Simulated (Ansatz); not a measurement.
A structure relaxed at PBE0-D4/def2-SVP in Ansatz, charge 0, singlet:

```xyz
6

B    -0.1302   -0.7155   -0.8080
B     0.2928    0.3119    0.9993
B    -0.3113    0.7728   -0.3665
F     0.1210   -1.9706   -0.9107
F    -0.7736    1.9195   -0.9103
F     0.8013   -0.3181    1.9961
```

**Question.** Give its formula and point group.

**Answer.** B3F3 (the lowest singlet isomer of a short search). Point group C2v (tolerance 0.1 Å).

**Question.** Summarise the bond lengths by kind (pairs closer than 1.2 times the sum of covalent radii, bridged metal pairs left out).

**Answer.** 3 × B–F 1.28 to 1.35 Å; 2 × B–B 1.56 Å.

The structure comes from a short search, and lower isomers may exist.
